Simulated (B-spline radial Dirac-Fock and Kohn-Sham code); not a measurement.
**Run log: Sr⁷⁺**

ΔSCF core binding energies without Breit or QED terms, calculated with a radial atomic solver. Keys: rel is the Hamiltonian (dirac, or spin-free x2c and nr, where L3 and M5 stand for the whole 2p and 3d shells), method is hf or an exchange,correlation pair (spin-unpolarised, also for the hole states), nuc the nuclear model, radius_factor scales its radius, rmax is the box in bohr, h the logarithmic mesh step, order the B-spline order, points the quadrature points per cell, c_factor scales the speed of light, and damp, ndamp, maxit and tol steer the iteration. The run stops when the commutator error falls below 10·tol·max(1, Z/10), or the numerical noise floor, and the energy has settled to about 1e-8 Ha; the virial ratio is −V/T.

Input (task.json):

```json
{"items": [{"Z": 38, "q": 7, "cfg": [[1, 0, 2], [2, 0, 2], [2, 1, 6], [3, 0, 2], [3, 1, 6], [3, 2, 10], [4, 0, 2], [4, 1, 1]], "A": 88, "rrms": 4.224, "do": "settings", "holes": ["K", "L3", "M5"],
  "settings": [{"rel": "dirac", "method": "hf", "nuc": "fermi", "radius_factor": 1.0, "rmax": 45.0, "h": 0.3, "order": 4, "points": 10, "c_factor": 1.0, "maxit": 83, "damp": 0.5, "ndamp": 3, "tol": 1e-08}]}]}
```

Command: `python xray2_run.py task.json out`

Ground-state iterations:

```
iter   energy (Ha)        error
   1    -3150.82853890  1.39e+00
   2    -3161.26406895  7.06e-01
   3    -3164.08086396  2.10e-01
   4    -3164.30675188  5.99e-02
   5    -3164.32094142  2.45e-02
   6    -3164.32485748  9.30e-04
   7    -3164.32486226  2.18e-04
   8    -3164.32486248  1.06e-05
   9    -3164.32486248  3.67e-07
```

The ground state converged in 9 iterations, with total energy -3164.32486 Ha, virial ratio 1.97039 and highest orbital energy -119.30 eV. ΔSCF binding energies: K (1s) 16269.7 eV, L3 (2p3/2) 2066.4 eV, M5 (3d5/2) 251.7 eV.

Q: One setting is unsound. Which, and why?

A: order is too low for an accurate radial basis. With the default settings (Dirac Hartree-Fock): The ground state converged in 9 iterations, with total energy -3164.33487 Ha, virial ratio 1.97039 and highest orbital energy -119.31 eV. ΔSCF binding energies: K (1s) 16269.7 eV, L3 (2p3/2) 2066.3 eV, M5 (3d5/2) 251.7 eV.
